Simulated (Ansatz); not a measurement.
C6H12O2, SMILES `CCCC(=O)OCC`, relaxed with RKS PBE-D4/def2-SVP in Ansatz 0.2.0 from a rough embedded geometry. The force threshold is 0.03 eV/Å; the program also tests the step.

Charge 0, multiplicity 1.

Start:

```xyz
20

C    -0.734   -1.930    0.807
C     0.708   -2.107    0.348
C     1.539   -0.839    0.578
C     1.038    0.274   -0.312
O     1.169    0.311   -1.507
O     0.418    1.220    0.401
C    -0.149    2.315   -0.319
C    -1.492    1.946   -0.934
H    -0.769   -1.663    1.861
H    -1.224   -1.144    0.238
H    -1.293   -2.853    0.666
H     1.167   -2.932    0.895
H     0.730   -2.351   -0.716
H     2.580   -1.037    0.318
H     1.473   -0.523    1.619
H    -0.259    3.113    0.419
H     0.551    2.624   -1.102
H    -1.921    2.817   -1.422
H    -1.356    1.161   -1.674
H    -2.176    1.597   -0.164
```

Problem. By how much does the energy fall, and how many steps does the optimiser take? (Best estimate.)

Solution. Computed: 3.37 kcal/mol, in 31 steps, 3 of them rejected.

Problem. Which bonds change most? (Estimate.)

Solution. The calculation gave: C8–H18 from 1.086 to 1.109 Å; C1–H9 from 1.088 to 1.111 Å; C3–H14 from 1.091 to 1.113 Å; C1–H10 from 1.087 to 1.109 Å.

Problem. Give the relaxed structure. (An estimate is asked.)

Solution. Ansatz gave: 
```xyz
20

C    -0.554   -2.616    0.578
C     0.919   -2.217    0.474
C     1.174   -0.742    0.792
C     0.610    0.204   -0.253
O     0.282   -0.109   -1.384
O     0.544    1.472    0.228
C     0.058    2.480   -0.687
C    -1.461    2.547   -0.688
H    -0.953   -2.434    1.598
H    -1.173   -2.040   -0.139
H    -0.698   -3.692    0.351
H     1.530   -2.838    1.162
H     1.287   -2.422   -0.553
H     2.265   -0.531    0.850
H     0.766   -0.451    1.783
H     0.507    3.426   -0.326
H     0.444    2.258   -1.703
H    -1.805    3.382   -1.331
H    -1.891    1.608   -1.087
H    -1.853    2.714    0.335
```
